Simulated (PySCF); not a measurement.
C7H7N.
SMILES with atom numbers: `[CH2:1]=[CH:2][c:3]1[cH:4][cH:5][n:6][cH:7][cH:8]1` (hydrogens: H9, H10 on C1; H11 on C2; H12 on C4; H13 on C5; H14 on C7; H15 on C8)

The same species was optimised twice, with GFN2-xTB and with PBE0-D3(BJ)/def2-SVP (PySCF), and the same property calculations (PySCF, gas phase) were run on both structures.

| coordinate | GFN2-xTB | PBE0-D3(BJ)/def2-SVP | change |
| --- | --- | --- | --- |
| C1=C2 (Å) | 1.327 | 1.338 | +0.011 |
| C7–C8 (Å) | 1.384 | 1.394 | +0.010 |
| C5–N6 (Å) | 1.323 | 1.333 | +0.010 |
| C2–C3 (Å) | 1.458 | 1.468 | +0.010 |
| C4–C5 (Å) | 1.384 | 1.390 | +0.006 |
| N6–C7 (Å) | 1.322 | 1.329 | +0.007 |
| C3–C4 (Å) | 1.397 | 1.403 | +0.006 |
| C3–C8 (Å) | 1.397 | 1.401 | +0.004 |
| C5–N6–C7 (°) | 117.5 | 117.1 | -0.4 |
| C2–C3–C8 (°) | 119.4 | 119.8 | +0.4 |
| C4–C3–C8 (°) | 116.8 | 116.5 | -0.3 |
| C3–C4–C5 (°) | 119.0 | 119.3 | +0.3 |
| C3–C8–C7 (°) | 119.3 | 119.5 | +0.2 |
| C1–C2–C3 (°) | 126.3 | 126.5 | +0.2 |
| N6–C7–C8 (°) | 123.5 | 123.6 | +0.1 |
| C4–C5–N6 (°) | 123.8 | 124.0 | +0.2 |
| C1–C2–C3–C4 (°) | 0 | 0 | 0 |

Rotational constants: A = 5513, B = 1568, C = 1221 MHz (GFN2-xTB) against A = 5460, B = 1545, C = 1204 MHz (PBE0-D3(BJ)/def2-SVP). Point groups within 0.08 Å: Cs and Cs.

On the GFN2-xTB structure: HOMO (eV) -7.32 [PBE0/pcSseg-1]; LUMO (eV) -1.59 [PBE0/pcSseg-1]; dipole (D) 2.50 [PBE0/pcSseg-1]; GIAO shielding of C1 (ppm) 63.4 [PBE0/pcSseg-1]; GIAO shielding of C2 (ppm) 42.9 [PBE0/pcSseg-1]; GIAO shielding of C3 (ppm) 38.7 [PBE0/pcSseg-1]; GIAO shielding of C4/C8 (mean) (ppm) 62.0 [PBE0/pcSseg-1]; GIAO shielding of C5/C7 (mean) (ppm) 30.3 [PBE0/pcSseg-1]; GIAO shielding of N6 (ppm) -94.5 [PBE0/pcSseg-1].

What do these properties become on the PBE0-D3(BJ)/def2-SVP structure?

```
                                    property          level  on GFN2-xTB  on PBE0-D3(BJ)/def2-SVP  change
                                   HOMO (eV)  PBE0/pcSseg-1        -7.32                    -7.31   +0.01
                                   LUMO (eV)  PBE0/pcSseg-1        -1.59                    -1.63   -0.04
                                  dipole (D)  PBE0/pcSseg-1         2.50                     2.53   +0.03
energy, GFN2-xTB geometry as zero (kcal/mol)  PBE0/pcSseg-1          0.0                     -0.3    -0.3
                  GIAO shielding of C1 (ppm)  PBE0/pcSseg-1         63.4                     60.3    -3.1
                  GIAO shielding of C2 (ppm)  PBE0/pcSseg-1         42.9                     40.6    -2.3
                  GIAO shielding of C3 (ppm)  PBE0/pcSseg-1         38.7                     37.4    -1.3
        GIAO shielding of C4/C8 (mean) (ppm)  PBE0/pcSseg-1         62.0                     59.7    -2.3
        GIAO shielding of C5/C7 (mean) (ppm)  PBE0/pcSseg-1         30.3                     28.0    -2.3
                  GIAO shielding of N6 (ppm)  PBE0/pcSseg-1        -94.5                    -98.2    -3.7
```

The heavy atoms differ by 0.013 Å rms after alignment. Among bonds between heavy atoms C1=C2, C2–C3, C5–N6 and C7–C8 change most and about equally (+0.010 to +0.011 Å). Changes are differences of the printed values. Neither structure is proved a minimum here.

The values belong to the conformer `[CH2:1]=[CH:2][c:3]1[cH:4][cH:5][n:6][cH:7][cH:8]1`: C1–C2–C3–C4 0°.
